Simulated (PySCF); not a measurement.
Ti(F)3(OH) (F3HOTi), SMILES [F][Ti]([OH])([F])[F], multiplicity 1. Heavy atoms are numbered as in [Ti:1]([F:2])([F:3])([F:4])[OH:5]. Hydrogens are named by the atom that carries them.

Geometry: PBE0-D3(BJ)/def2-SVP. A frequency run showed that this geometry is not a minimum. The spin state was assumed, not searched. The structure was generated by enumeration; whether it is a known compound was not checked. Other conformers were not sampled.

Level of theory: PBE/pcSseg-1 in PySCF.

GIAO shieldings, no solvent; atoms alike by connectivity are averaged. δ = σ(ref) − σ: ¹⁹F against CFCl3 (σ = 133.6 ppm); ¹⁷O against H2O (σ = 334.3 ppm); ¹H against TMS (σ = 31.49 ppm), references at their B3LYP-D3(BJ)/def2-TZVP geometries, non-relativistic.

| atoms | nucleus | count | δ (ppm) |
|---|---|---|---|
| F2 | ¹⁹F | 3 | … |
| O5 (OH) | ¹⁷O | 1 | 307.7 |
| H on O5 | ¹H | 1 | 4.18 |

Problem. Some entries are withheld; supply them. (Estimate from the structure and the level; the computed values follow.)

Solution. 
- F2, δ (ppm): 298.1
